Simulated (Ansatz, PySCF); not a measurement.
H3Sb, SMILES [SbH3+], charge +1, multiplicity 2. Atoms are numbered in the order given.

```xyz
4

Sb    -0.0203    -0.0114    -0.3894
H      1.5737    -0.0147     0.1304
H     -0.8041     1.3715     0.1435
H     -0.8156    -1.3808     0.1609
```
Charge +1, spin multiplicity 2.

Coordinates come from a PBE0-D3(BJ)/def2-TZVPD optimisation. The def2 effective core potentials stand for the cores of Sb; spin–orbit coupling is left out.

Two levels are set side by side: PBE-D3(BJ)/def2-TZVPD (Ansatz, a quantum-chemistry and plane-wave program) and PBE0-D3(BJ)/def2-TZVPD (Ansatz). Each level has its own optimised geometry; the coordinates shown are those of the second. Frequencies come from the Hessian of PySCF at each geometry. Differences are taken from unrounded values.

```tsv
quantity	PBE0-D3(BJ)
mean bond length (Å)	1.677
bond Sb1–H2 (Å)	1.677
bond Sb1–H3 (Å)	1.677
bond Sb1–H4 (Å)	1.677
highest harmonic wavenumber (cm⁻¹)	2102
mean harmonic wavenumber (cm⁻¹)	1402
zero-point energy (kcal/mol)	12.02
```

What does PBE-D3(BJ) give, and how far is it from PBE0-D3(BJ)? (Estimate from the structure and the level; the computed values follow.)


```
quantity                            PBE-D3(BJ)  PBE-D3(BJ) minus PBE0-D3(BJ)
----------------------------------  ----------  ----------------------------
mean bond length (Å)                     1.694                         0.018
bond Sb1–H2 (Å)                          1.694                         0.018
bond Sb1–H3 (Å)                          1.694                         0.018
bond Sb1–H4 (Å)                          1.694                         0.018
highest harmonic wavenumber (cm⁻¹)        2009                           -93
mean harmonic wavenumber (cm⁻¹)           1339                           -62
zero-point energy (kcal/mol)             11.49                         -0.53
```

Exact exchange shortens and stiffens bonds; PBE has none. Differences between two approximate levels are no errors against the true value.
